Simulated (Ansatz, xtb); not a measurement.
Two isomers of CH6GaSi

Structure a is `C[SiH][GaH2]`, a doublet and structure b is `[CH3][Ga][SiH3]`, a doublet. Both are isolated molecules in the gas phase, relaxed with r2SCAN-D4/def2-SVP; the shapes shown needn't be the lowest conformers.

a (Å):

```yaml
atoms:
  - { symbol: C, position_ang: [0.1740, 0.6690, 1.0815] }
  - { symbol: Ga, position_ang: [-0.6453, -2.4478, -0.8439] }
  - { symbol: Si, position_ang: [0.7386, -0.8858, 0.1790] }
  - { symbol: H, position_ang: [-0.9226, 0.7577, 1.0687] }
  - { symbol: H, position_ang: [0.5996, 1.5719, 0.6129] }
  - { symbol: H, position_ang: [0.5080, 0.6558, 2.1324] }
  - { symbol: H, position_ang: [2.2300, -1.0075, 0.1966] }
  - { symbol: H, position_ang: [-2.1919, -2.2213, -0.8020] }
  - { symbol: H, position_ang: [-0.0129, -3.6877, -1.5515] }
```

b (Å):

```xyz
9

C    -1.2593    1.5046    1.9205
Ga    0.1051    0.8802    0.6163
Si    1.8710   -0.7035    1.2269
H    -1.8025    0.6275    2.3135
H    -1.9849    2.2140    1.4982
H    -0.7441    1.9828    2.7717
H     1.7783   -1.9001    0.3293
H     1.8752   -1.2003    2.6445
H     3.2008   -0.0616    0.9693
```

Quicker runs give these differences E(b) − E(a): GFN2-xTB −6.4 kcal/mol; HF/STO-3G −13.3 kcal/mol (at GFN2-xTB geometries); r2SCAN-D4/def2-SVP//GFN2-xTB −7.8 kcal/mol.

Task: Estimate E(b) − E(a) at the level CCSD(T)/def2-SVP + ΔMP2/def2-TZVPP.

Result: Calculated at CCSD(T)/def2-SVP + ΔMP2/def2-TZVPP: E(b) − E(a) = −3.7 kcal/mol, so structure b lies lower.

Level by level:

| level | geometry | E(b) − E(a) (kcal/mol) | departure from the last row (kcal/mol) | job, with rough time for the two |
| --- | --- | --- | --- | --- |
| GFN2-xTB | GFN2-xTB | −6.4 | −2.7 | optimisation, 0.16 s |
| HF/STO-3G | GFN2-xTB | −13.3 | −9.5 | single point, 3.9 s |
| r2SCAN-D4/def2-SVP//GFN2-xTB | GFN2-xTB | −7.8 | −4.1 | single point, 2.9 s |
| r2SCAN-D4/def2-SVP | r2SCAN-D4/def2-SVP | −1.3 | +2.5 | optimisation, 3.1 min |
| HF/def2-SVP | r2SCAN-D4/def2-SVP | −4.7 | −1.0 | part of the CCSD(T) run |
| MP2/def2-SVP | r2SCAN-D4/def2-SVP | −3.6 | +0.1 | part of the CCSD(T) run |
| CCSD(T)/def2-SVP | r2SCAN-D4/def2-SVP | −3.5 | +0.2 | single point |
| CCSD(T)/def2-SVP + ΔMP2/def2-TZVPP | r2SCAN-D4/def2-SVP | −3.7 |  | single point, 30 s |

As drawn, b has 1 C–Ga, 2 Si–H in place of 1 C–Si, 2 Ga–H.

None of the levels shown reverses the order. The largest departure from CCSD(T)/def2-SVP + ΔMP2/def2-TZVPP is that of HF/STO-3G, 9.5 kcal/mol. The last row adds to CCSD(T) the change of the MP2 difference between the two basis sets, here −0.2 kcal/mol.

With harmonic frequencies from r2SCAN-D4/def2-SVP (ideal gas, rigid rotor, one conformer each, 298.15 K, 1 atm): on the last row, ΔE + ΔZPE = −3.2 kcal/mol. A mode under 50 cm⁻¹ makes harmonic enthalpies and free energies unreliable, so none is given.

Open shells are spin-unrestricted, with notable spin contamination under HF/STO-3G. The correlated steps freeze 15 core orbitals; the filled d shell of Ga is correlated, in a basis made for valence electrons. Codes used: Ansatz 0.2.0, xtb 6.7.1; the last row on 2 threads of Intel(R) Xeon(R) 6975P-C (Granite Rapids) on a shared host.
